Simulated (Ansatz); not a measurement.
input.yaml

```yaml
crystal:
  periodic: [false, false, false]
  atoms:
    - { symbol: "N", position_ang: [0.0445, 1.31126, -0.52403] }
    - { symbol: C, position_ang: [-0.04859, 0.08909, 0.17255] }
    - { symbol: Si, position_ang: [0.05129, -1.54835, -0.48849] }
    - { symbol: S, position_ang: [-0.37594, 0.2835, 1.91574] }
    - { symbol: H, position_ang: [-0.6259, 2.00045, -0.20199] }
    - { symbol: H, position_ang: [-0.00967, 1.19475, -1.52704] }
    - { symbol: H, position_ang: [0.18832, -1.73517, -1.92157] }
    - { symbol: H, position_ang: [0.11959, -2.68619, 0.39803] }
    - { symbol: H, position_ang: [0.6564, 1.09067, 2.17679] }
basis:
  gaussian: { orbitals: STO-3G }
hamiltonian:
  xc: pbe0
neb:
  order_check: false
  images: 7
  f_tol: 0.03
  max_iterations: 60
  final_atoms:
    - { symbol: "N", position_ang: [0.0445, 1.31126, -0.52403] }
    - { symbol: C, position_ang: [-0.04859, 0.08909, 0.17255] }
    - { symbol: Si, position_ang: [0.05129, -1.54835, -0.48849] }
    - { symbol: S, position_ang: [-0.37594, 0.2835, 1.91574] }
    - { symbol: H, position_ang: [-0.6259, 2.00045, -0.20199] }
    - { symbol: H, position_ang: [-0.00967, 1.19475, -1.52704] }
    - { symbol: H, position_ang: [0.32037, -0.43161, -0.7111] }
    - { symbol: H, position_ang: [0.11959, -2.68619, 0.39803] }
    - { symbol: H, position_ang: [0.6564, 1.09067, 2.17679] }
  initial_path:
    images:
      - { positions_ang: [[0.0445, 1.31126, -0.52403], [-0.04859, 0.08909, 0.17255], [0.05129, -1.54835, -0.48849], [-0.37594, 0.2835, 1.91574], [-0.6259, 2.00045, -0.20199], [-0.00967, 1.19475, -1.52704], [0.18832, -1.73517, -1.92157], [0.11959, -2.68619, 0.39803], [0.6564, 1.09067, 2.17679]] }
      - { positions_ang: [[0.04539013, 1.26577047, -0.55852461], [-0.04960038, 0.05126745, 0.15062086], [0.04039113, -1.59283189, -0.4941908], [-0.36810365, 0.26450027, 1.89287565], [-0.62059808, 1.96094184, -0.24054658], [-0.01387088, 1.13948875, -1.55987701], [0.18965882, -1.43688661, -1.73481019], [0.10800328, -2.72182833, 0.40328454], [0.66872963, 1.06958805, 2.14115813]] }
      - { positions_ang: [[0.04628026, 1.22028095, -0.59301922], [-0.05061076, 0.0134449, 0.12869172], [0.02949226, -1.63731378, -0.4998916], [-0.36026731, 0.24550053, 1.87001131], [-0.61529615, 1.92143369, -0.27910315], [-0.01807176, 1.0842275, -1.59271402], [0.19099764, -1.13860321, -1.54805038], [0.09641657, -2.75746667, 0.40853909], [0.68105926, 1.0485061, 2.10552626]] }
      - { positions_ang: [[0.04717039, 1.17479142, -0.62751383], [-0.05162114, -0.02437765, 0.10676258], [0.01859339, -1.68179567, -0.5055924], [-0.35243096, 0.2265008, 1.84714696], [-0.60999423, 1.88192553, -0.31765973], [-0.02227264, 1.02896624, -1.62555103], [0.19233646, -0.84031982, -1.36129058], [0.08482985, -2.793105, 0.41379363], [0.69338889, 1.02742415, 2.06989439]] }
      - { positions_ang: [[0.04806053, 1.1293019, -0.66200844], [-0.05263152, -0.0622002, 0.08483344], [0.00769452, -1.72627756, -0.5112932], [-0.34459462, 0.20750107, 1.82428262], [-0.60469231, 1.84241737, -0.3562163], [-0.02647353, 0.97370499, -1.65838804], [0.19367528, -0.54203643, -1.17453077], [0.07324313, -2.82874334, 0.41904817], [0.70571852, 1.0063422, 2.03426252]] }
      - { positions_ang: [[0.04717039, 1.17479142, -0.62751383], [-0.05162114, -0.02437765, 0.10676258], [0.01859339, -1.68179567, -0.5055924], [-0.35243096, 0.2265008, 1.84714696], [-0.60999423, 1.88192553, -0.31765973], [-0.02227264, 1.02896624, -1.62555103], [0.22534896, -0.51442982, -1.05867308], [0.08482985, -2.793105, 0.41379363], [0.69338889, 1.02742415, 2.06989439]] }
      - { positions_ang: [[0.04628026, 1.22028095, -0.59301922], [-0.05061076, 0.0134449, 0.12869172], [0.02949226, -1.63731378, -0.4998916], [-0.36026731, 0.24550053, 1.87001131], [-0.61529615, 1.92143369, -0.27910315], [-0.01807176, 1.0842275, -1.59271402], [0.25702264, -0.48682321, -0.94281538], [0.09641657, -2.75746667, 0.40853909], [0.68105926, 1.0485061, 2.10552626]] }
      - { positions_ang: [[0.04539013, 1.26577047, -0.55852461], [-0.04960038, 0.05126745, 0.15062086], [0.04039113, -1.59283189, -0.4941908], [-0.36810365, 0.26450027, 1.89287565], [-0.62059808, 1.96094184, -0.24054658], [-0.01387088, 1.13948875, -1.55987701], [0.28869632, -0.45921661, -0.82695769], [0.10800328, -2.72182833, 0.40328454], [0.66872963, 1.06958805, 2.14115813]] }
      - { positions_ang: [[0.0445, 1.31126, -0.52403], [-0.04859, 0.08909, 0.17255], [0.05129, -1.54835, -0.48849], [-0.37594, 0.2835, 1.91574], [-0.6259, 2.00045, -0.20199], [-0.00967, 1.19475, -1.52704], [0.32037, -0.43161, -0.7111], [0.11959, -2.68619, 0.39803], [0.6564, 1.09067, 2.17679]] }
```

Run as:

```bash
$ ansatz run input.yaml --threads 1 --pin off --max-ram 2048MiB --backend cpu --events-out ev --progress --plain --runs-dir out
```

Hardware: 1 thread of Arm Neoverse V1, on a shared host.

Roughly how long does this run take, and how much memory?

11 min, with a peak of 0.094 GiB, for 60 band iterations.
